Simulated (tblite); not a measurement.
A tight-binding relaxation on `C=C1C[C@@H]([GeH2][Cl])[C@@H]1F`.

Computed with GFN2-xTB geometry optimisation, gas phase (tblite 0.8.0). Start geometry: from a force field or distance geometry. The input is one job of a driver script: a line of settings, then coordinates in Å.

Command:
```bash
OMP_NUM_THREADS=1 python probes_run.py task.json out
```

Input:
```
{"job": {"kind": "relax", "xc": "GFN2-xTB", "basis": "xTB"}, "charge": 0, "multiplicity": 1}
C     -2.587200     0.493100    -0.453600
C     -1.355700     0.054000    -0.317800
C     -0.165300    -0.291600    -1.205400
C      0.710300    -0.687600    -0.078400
Ge     2.251900     0.485200     0.181200
Cl     3.193800     0.046100     2.067900
C     -0.437000    -0.358400     0.829700
F     -0.922400    -1.479400     1.482500
H     -3.219300     0.641700     0.419700
H     -2.988400     0.710600    -1.437700
H      0.175000     0.606700    -1.766100
H     -0.418800    -1.141500    -1.881900
H      0.965100    -1.775200    -0.072600
H      1.783200     1.961900     0.159100
H      3.260400     0.265100    -0.976300
H     -0.252900     0.478100     1.551600
```

Output:
```
step      E/eV     max force
  0    -706.88864    3.355
  1    -707.08289    1.439
  2    -707.14234    0.744
  3    -707.20430    0.500
  4    -707.23816    0.513
  5    -707.26048    0.343
  6    -707.27026    0.227
  7    -707.27456    0.144
  8    -707.27661    0.116
  9    -707.27803    0.080
... (61 lines left out)
 71    -707.29507    0.020
 72    -707.29512    0.017
 73    -707.29516    0.015
 74    -707.29519    0.015
 75    -707.29521    0.015
 76    -707.29524    0.017
 77    -707.29528    0.016
 78    -707.29532    0.014
 79    -707.29534    0.010
 80    -707.29535    0.009
```

«max force» is the largest atomic force in eV/Å.

From which step on does the largest force stay under 0.1 eV/Å, and how much energy is left to gain from there?

From step 50 (0.080 eV/Å), 7.4 meV above the end.

In short: energy lowered by 9.4 kcal/mol over 80 steps; largest atomic force 0.009 eV/Å at the end.

Give the final coordinates.

0.301 Å rms from the input after alignment:
```
atom  x, y, z in Å
C1    -2.6728    0.2024   -0.4667
C2    -1.3720    0.0544   -0.3340
C3    -0.2154   -0.0985   -1.2852
C4     0.6549   -0.5586   -0.0944
Ge5    2.3942    0.3590    0.1951
Cl6    3.2217   -0.2136    2.0322
C7    -0.4825   -0.1591    0.8617
F8    -0.8809   -1.1341    1.7429
H9    -3.3231    0.2281    0.3909
H10   -3.1346    0.2932   -1.4353
H11    0.1042    0.8479   -1.7253
H12   -0.3562   -0.8264   -2.0832
H13    0.7801   -1.6418   -0.0816
H14    2.1738    1.8593    0.2219
H15    3.3962    0.0559   -0.8994
H16   -0.2951    0.7407    1.4623
```

Time: 0.53 s of wall time. Hardware: an Arm Neoverse V2 with one thread (shared host).
Labels such as C1 count atoms from 1, the log's own numbers from 0.
